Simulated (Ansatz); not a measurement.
ClFH2OSeTi, SMILES `[OH][Ti]([F])([Cl])[SeH]`, charge 0, multiplicity 1.

Question: Give a relaxed structure at PBE0-D4/def2-TZVP (the Gaussian-basis code of Ansatz). (An estimate is asked.)

Answer: Ansatz gave: 
Z-matrix (Å, degrees):
```
Ti
F 1 1.747
Cl 1 2.195 2 109.1
O 1 1.752 2 113.1 3 124.8
Se 1 2.412 2 108.9 3 -120.5
H 4 0.958 1 145.3 2 8.2
H 5 1.473 1 89.4 2 51.5
```
